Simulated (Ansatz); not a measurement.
```yaml
crystal:
  periodic: [false, false, false]
  atoms:
    - {symbol: Al, position_ang: [-0.000390, -0.026409, -0.918810]}
    - {symbol: N, position_ang: [-0.051862, 0.125623, 0.910155]}
    - {symbol: H, position_ang: [-0.871072, 0.008132, 1.420143]}
    - {symbol: H, position_ang: [0.422418, 0.884346, 1.551135]}
    - {symbol: H, position_ang: [0.326532, -0.799678, 1.310570]}
    - {symbol: Cl, position_ang: [1.946060, -0.018232, -1.369298]}
    - {symbol: Cl, position_ang: [-1.152504, 1.863302, -1.428799]}
    - {symbol: Cl, position_ang: [-0.999689, -1.793144, -1.278495]}
basis:
  gaussian: {orbitals: ANO-RCC-VTZP, fitting: {mean_field: cc-pVTZ-jkfit}, final_grid: {core_spheres: 5, valence_spheres: 4, degree: 11}}
hamiltonian: {xc: {name: wB97X-V}}
scf: {omitted_lower_state_checks: [starts]}
output: {forces: true}
```

```sh
$ ansatz run in.yaml --threads 4 --pin off --events-out ev --progress --plain --max-ram 3916MiB
```

Shortened log:

```
Functional definition: wB97X-V
653 factors; integrals over basis functions are off by at most 1.2e0 eV
653 factors; integrals over basis functions are off by at most 1.2e-3 eV
mean field evaluation 1: about -45831.7299 eV, gradient 4.0e1 eV
mean field evaluation 2: about -45833.3562 eV, gradient 3.2e1 eV
mean field evaluation 4: about -45835.0972 eV, gradient 1.4e0 eV
mean field evaluation 8: about -45835.1091 eV, gradient 3.1e-2 eV
mean field -45835.10914404 eV, -1684.4091928908 hartree, gradient 3.4e-5 eV, S^2 0.000000; 0 other end points of the search recorded, 0 dependent functions left out
reference -45835.10914078 eV, -1684.4091927708 hartree; 37, 37 occupied and 171, 171 virtual orbitals, 653 factors
Total energy: -45835.10914078 eV, -1684.4091927708 hartree
Relativity: scalar
Atom 0 at    -0.000390    -0.026409    -0.918810 Å, force    -2.396443     2.159225    -1.887829 eV/Å
Atom 1 at    -0.051862     0.125623     0.910155 Å, force     3.275911    -0.471311     5.104413 eV/Å
Atom 2 at    -0.871072     0.008132     1.420143 Å, force    -3.055498     0.340219     0.338340 eV/Å
Atom 3 at     0.422418     0.884346     1.551135 Å, force    -0.674119    -1.610874    -2.238275 eV/Å
Atom 4 at     0.326532    -0.799678     1.310570 Å, force     0.414268     1.500902    -0.958952 eV/Å
Atom 5 at     1.946060    -0.018232    -1.369298 Å, force     2.114564     0.045610    -0.536741 eV/Å
Atom 6 at    -1.152504     1.863302    -1.428799 Å, force     0.784136    -1.218240     0.273474 eV/Å
Atom 7 at    -0.999689    -1.793144    -1.278495 Å, force    -0.462819    -0.745533    -0.094429 eV/Å
Dipole moment:     0.185421    -0.201677     1.481321 e Å
Checks for a lower state left out: starts
```

Run time 7.5 s (4 threads of Arm Neoverse V1 on a shared host), peak host memory 0.78 GiB.

DK, ANO-RCC and x2c sets are all-electron and run with scalar relativity unless a key says otherwise.
